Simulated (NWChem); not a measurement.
# C2H10N2Zr; SMILES [CH3][Zr]([NH2])([CH3])[NH2]

```xyz
15

Zr    -0.0002     0.0516     0.0013
N     -0.0039     0.0859    -2.0390
H     -0.0081     0.8658    -2.7053
H     -0.0023    -0.7895    -2.5804
N     -0.0050     1.9503     0.7494
H      0.8241     2.5073     0.9937
H     -0.8371     2.5010     0.9972
C     -1.8016    -1.1222     0.6410
H     -1.7309    -1.3539     1.7299
H     -1.8898    -2.0942     0.1051
H     -2.7596    -0.5780     0.4816
C      1.8112    -1.1102     0.6351
H      2.7650    -0.5590     0.4738
H      1.9052    -2.0813     0.0986
H      1.7446    -1.3428     1.7240
```
Atoms are numbered in this order, from 1.

All runs: NWChem. Medium grid unless said otherwise, to which SCAN and Minnesota functionals are sensitive. Coordinates come from a PBE-D3(BJ)/def2-SVP optimisation. No frequency run checked for a minimum. def2 effective core potentials on Zr; no spin-orbit coupling. Total energies of different functionals are on different scales.

| level | energy (Ha) | highest occupied level (eV) | orbital gap (eV) | dipole (D) |
|---|---|---|---|---|
| B3LYP/def2-SVP | -238.7319 | -6.57 | 6.09 | 1.63 |
| PBE/def2-SVP | -238.4659 | -5.46 | 4.33 | 1.64 |
| BHandHLYP/def2-SVP | -238.4858 | -8.10 | 8.66 | 1.58 |
| TPSS/def2-SVP | -238.7427 | [?] | [?] | [?] |
| SCAN/def2-SVP | -238.6476 | -5.80 | 4.84 | 1.63 |
| LRC-wPBEh/def2-SVP | -238.5133 | -8.75 | 10.19 | 1.63 |
| r2SCAN/def2-SVP | -238.6159 | -5.76 | 4.84 | 1.61 |
| PW6B95/def2-SVP | -238.9281 | -6.92 | 6.69 | 1.61 |

Question: What belongs in the gaps?

Answer: 
- TPSS/def2-SVP, highest occupied level (eV): -5.57
- TPSS/def2-SVP, orbital gap (eV): 4.54
- TPSS/def2-SVP, dipole (D): 1.71
